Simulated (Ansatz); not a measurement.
Reactions of `CC=C(N)Cl`.

Isolated molecules relaxed with PBE0-D4/def2-TZVP in Ansatz; ΔE leaves out vibrations. CBS: MP2 limit from def2 TZ/QZ plus the TZ coupled-cluster correction, frozen cores. This one scheme is used for every species. Double bonds are as drawn, so ΔE can hold a change between cis and trans. Triplets are unrestricted, without spin–orbit coupling. def2 core potentials past Kr. For In outer-core shells are correlated without core-valence functions, which leaves a few kJ/mol of doubt a bond. One conformer a species, not always the lowest.

Question: Order these by ΔE at CCSD(T)/CBS, lowest first. (An estimate is asked.)
A. `C/C=C(\N)Cl` → `CC(Cl)C=N`
B. `C/C=C(\N)Cl` + `[CH3][InH2]` → `C[CH2][InH2]` + `C=C(N)Cl`
C. `C/C=C(\N)Cl` → `CC(=N)CCl`
D. `C/C=C(\N)Cl` → `C=C(N)Cl` + `[CH2]` (triplet)
E. `C/C=C(\N)Cl` → `C/N=C\CCl`
F. `C/C=C(\N)Cl` + H₂ → `C=C(N)Cl` + CH₄
G. `C/C=C(\N)Cl` + H₂ → `C/C=C/N` + HCl

Answer: G (-71.4 kJ/mol), F (-62.3 kJ/mol), C (-15.3 kJ/mol), A (-6.5 kJ/mol), B (+19.4 kJ/mol), E (+41.4 kJ/mol), D (+440.9 kJ/mol).

Largest T1 diagnostic: 0.013, for `[CH3][InH2]`.
